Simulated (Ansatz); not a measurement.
Isolated molecules relaxed with PBE0-D4/def2-TZVP in Ansatz; ΔE leaves out vibrations. CBS: MP2 limit from def2 TZ/QZ plus the TZ coupled-cluster correction, frozen cores. DFT in def2-TZVPP. def2 core potentials past Kr. For Te outer-core shells are correlated without core-valence functions, which leaves a few kJ/mol of doubt a bond. One conformer a species, not always the lowest.

Reaction (redistribution): `N[SiH2]B(O)O` + `C[CH2][AlH][TeH]` → `N[SiH2][AlH][TeH]` + `CCB(O)O`

CCSD(T)/CBS gives -29.8 kJ/mol.

(1) Another level gave -30.5 kJ/mol. Which?
A. r2SCAN-D4/def2-TZVPP
B. HF/def2-TZVPP
C. PBE0/def2-TZVPP
D. ωB97M-V/def2-TZVPP

Largest T1 diagnostic among the species: 0.013.

Answers

(1) A. r2SCAN-D4 -30.5, PBE0 -35.7, ωB97M-V -24.6, HF/def2-TZVPP -44.4 kJ/mol.

The D4 term adds +4.0 kJ/mol with B3LYP and +2.2 kJ/mol with PBE0; it sums over pairs of atoms, weighted by their polarisabilities, and B3LYP, whose exchange is more repulsive, gets the larger term. From PBE to PBE0 (25 % exact exchange), in def2-TZVPP and without D4, ΔE moves by −3.5 kJ/mol. In def2-TZVPP, CCSD(T) changes the Hartree–Fock value by +14.2 kJ/mol (the triples alone add +2.6 kJ/mol) and MP2 by +19.4 kJ/mol.

CCSD(T)/CBS has its own doubt, a few kJ/mol and more with outer-core shells, so smaller differences from it don't rank the levels.

B3LYP here is the variant with VWN-RPA as its local correlation; programs differ in this.
